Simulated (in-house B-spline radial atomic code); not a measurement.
Configurations of neutral germanium, with energies counted from [Ar] 3d10 4s2 4p2. Method: scalar-relativistic (X2C) LC-wPBE, spin-polarised, spherical fractional occupations, exact exchange averaged over the configuration, Fermi nucleus of rms radius 4.0742 fm. Calculated with a B-spline radial code for spherical atoms. Shells without spins written out take the highest spin.

Occupations are held fixed; configurations that lie above the ionisation limit could autoionise.

```json
{"configuration": "[Ar] 3d10 4s2 4p1 4d1", "E - E(ref) (eV)": "6.2883", "highest orbital": "4d up", "its <r> (bohr)": "9.004"}
{"configuration": "[Ar] 3d10 4s2 4p1 5d1", "E - E(ref) (eV)": "7.0407", "highest orbital": "5d up", "its <r> (bohr)": "18.66"}
{"configuration": "[Ar] 3d10 4s2 4p1 5f1", "E - E(ref) (eV)": "7.421", "highest orbital": "5f up", "its <r> (bohr)": "30.48"}
{"configuration": "[Ar] 3d9 4s2 4p2 4d1", "E - E(ref) (eV)": "36.03", "highest orbital": "4d up", "its <r> (bohr)": "8.092"}
{"configuration": "[Ne] 3s2 3p5 3d10 4s2 4p2 4d1", "E - E(ref) (eV)": "123.33", "highest orbital": "4d up", "its <r> (bohr)": "8.109"}
```

Task: Order these further configurations by energy, lowest first.
A. [Ne] 3s2 3p5 3d10 4s2 4p2 4f1
B. [Ne] 3s2 3p5 3d10 4s2 4p2 5d1
C. [Ne] 3s2 3p5 3d10 4s2 4p2 5s1
D. [Ar] 3d10 4s2 4p1 5s1
E. [Ar] 3d9 4s2 4p2 5s1

Result: D (4.8147 eV), E (34.47 eV), C (121.77 eV), B (124.11 eV), A (124.21 eV).
